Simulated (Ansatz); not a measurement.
```xyz
2

C     0.0000    0.0000    0.6360
F     0.0000    0.0000   -0.6360
```

Basis set: cc-pVDZ (spherical functions). Left uncorrelated: 2 orbitals. Correlation on ROHF uses semicanonical orbitals with singles. Charge 0, multiplicity 2.

Computed with Ansatz (development build ahead of 0.2.0); the reference of a correlated method needn't be the lowest determinant of its kind.

The atomization energy at this shape (free ground-state atoms in the same class of orbitals less the molecule, no zero-point energy) of doublet CF:

```
   method  atomization energy
ROHF-CCSD             4.95 eV
```

**Question.** What does ROHF-CCSD(T) give?

**Answer.** 5.09 eV. Caution: the reference determinant was not shown to be the lowest.
